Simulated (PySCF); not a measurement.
## Ionisation of 4-tert-butylphenol

System: `CC(C)(C)c1ccc(O)cc1` (C10H14O). Coordinates in Å; atoms count from 1 in this order:
```
C    -1.9888   -1.2965    0.4054
C    -1.3390   -0.0029   -0.0883
C    -1.9712    1.1741    0.6696
C    -1.6260    0.1409   -1.5907
C     0.1740    0.0004    0.1398
C     0.8632   -1.0747    0.7066
C     2.2444   -1.0407    0.9019
C     2.9815    0.0838    0.5321
O     4.3188    0.1746    0.7012
C     2.3132    1.1712   -0.0403
C     0.9390    1.1199   -0.2276
H    -1.5967   -2.1781   -0.1242
H    -3.0746   -1.2602    0.2298
H    -1.8313   -1.4450    1.4846
H    -3.0630    1.1864    0.5226
H    -1.5775    2.1411    0.3238
H    -1.7704    1.0976    1.7491
H    -1.2114    1.0755   -1.9964
H    -1.1843   -0.6940   -2.1557
H    -2.7117    0.1469   -1.7779
H     0.3255   -1.9727    1.0118
H     2.7518   -1.9013    1.3494
H     4.6418   -0.6393    1.1015
H     2.8921    2.0499   -0.3305
H     0.4482    1.9870   -0.6763
```

Energies: ωB97X-D3(BJ)/ma-def2-SVP (PySCF, density fitting, integration grid level 2) on PBE0-D3(BJ)/def2-SVP structures. Thermal corrections: GFN2-xTB frequencies, unscaled, ideal gas at 298.15 K and 1 bar, quasi-RRHO entropy. These were taken at the GFN2-xTB minima.

Frontier levels of the parent: HOMO -8.52 eV, LUMO 1.35 eV.

Oxidation to the radical cation:
| Item | Value |
| --- | --- |
| Vertical ionisation energy (electronic) | 8.23 eV |
| Adiabatic ionisation energy (with zero-point energy) | 7.94 eV |
| Adiabatic, electronic part | 8.01 eV |
| Vertical gap at the product's structure | 7.77 eV |
| Inner reorganisation energy (four-point) | 460 meV |
| Relaxation of product / of parent | 219 / 240 meV |
| ⟨S²⟩ of the product | 0.770 |
| Largest spin populations | C5 0.39, C8 0.23, O9 0.17, C7 0.11 |
| Largest changes of atomic charge | C5 0.17, O9 0.15, C8 0.11 |
| Distances that move most (Å) | C8–O9 1.351 → 1.302; C5–C6 1.397 → 1.429; C7–C8 1.394 → 1.426; C8–C10 1.399 → 1.428 |
| Potential in acetonitrile | 5.93 V absolute (solvation -28 → -218 kJ/mol) |

Solvents are IEF-PCM continua (electrostatics only, gas-phase structures); absolute potentials refer to an electron at rest in vacuum.

Measured values (NIST Chemistry WebBook, evaluated or the median of agreeing entries): vertical ionisation energy 8.16 eV (computed 8.23, difference 0.07); adiabatic ionisation energy 7.80 eV (computed 7.94, difference 0.14).

Note: ma-def2-SVP is a small basis, whose errors can reach tens of kJ/mol.

Run with `OMP_NUM_THREADS=1 python redox_run.py task.json out` on 1 thread of Arm Neoverse V2, a shared host. Structures, frequencies and single points: 15 min of wall time.
